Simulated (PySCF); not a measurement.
**Assigning NMR signals**

Geometry:
```
atom   x (Å)   y (Å)   z (Å)
  C1   2.968  -0.678  -0.103
  N2   1.626  -0.184  -0.285
  C3   1.507   0.807  -1.323
  C4   0.645  -0.416   0.624
  P5   0.813  -1.179   2.144
 Si6  -1.181   0.024   0.251
  C7  -1.631  -0.359  -1.571
  C8  -1.492   1.872   0.636
  C9  -2.323  -1.020   1.356
 H10   2.937  -1.712   0.243
 H11   3.487  -0.648  -1.061
 H12   3.534  -0.080   0.622
 H13   0.500   1.203  -1.362
 H14   1.750   0.366  -2.294
 H15   2.199   1.637  -1.139
 H16   2.202  -1.324   2.190
 H17  -1.578   0.519  -2.207
 H18  -2.646  -0.739  -1.636
 H19  -0.976  -1.113  -1.996
 H20  -2.546   2.110   0.532
 H21  -0.940   2.540  -0.019
 H22  -1.202   2.102   1.656
 H23  -3.364  -0.744   1.213
 H24  -2.223  -2.078   1.133
 H25  -2.080  -0.884   2.405
```

PySCF calculation with geometry from GFN2-xTB and shieldings: GIAO PBE0/pcSseg-1; relativity neglected, rapidly exchanging positions averaged, no solvent model, one computed conformer.

δ = σ(ref) − σ, references computed at the same level: TMS for ¹³C (186.93 ppm), ¹H (31.72 ppm).

(1) Assign these signals to the numbered atoms. ¹³C{¹H} NMR (computed): δ 214.6, 45.7, 2.2.

(2) Assign these signals to the numbered atoms. ¹H NMR (500 MHz, computed): δ 4.75 (m, 1H), 3.07 (s, 6H), 0.30 (s, 9H).

Results:

(1) 
| δ (ppm) | atoms | environment | reason |
| --- | --- | --- | --- |
| 214.6 | C4 | carbon bonded to N, P, Si | – |
| 45.7 | C1/C3 | carbon bonded to N, 3 H | – |
| 2.2 | C7/C8/C9 | carbon bonded to Si, 3 H | – |

(2) 
```tsv
δ (ppm)	atoms	environment	reason
4.75	H16	hydrogen on a phosphorus bonded to C	–
3.07	H10/H11/H12/H13/H14/H15	hydrogen on a carbon bonded to N	–
0.30	H17/H18/H19/H20/H21/H22/H23/H24/H25	hydrogen on a carbon bonded to Si	–
```

Splittings by ³¹P in the carbon and heteronuclear signals aren't shown, as no couplings were computed. Shifts are as computed. Against solution values, carbons near 30 ppm lie about +3 ppm off and those near 130 ppm about +5 ppm. Of 1211 compounds with measured shifts, 218 miss one by over three times the rms of a fit or turn the order of signals round; such compounds aren't used in these exercises. Multiplicities follow the n + 1 count of equivalent neighbours, as no J values were calculated; m marks all less simple cases, F and P coupling included.
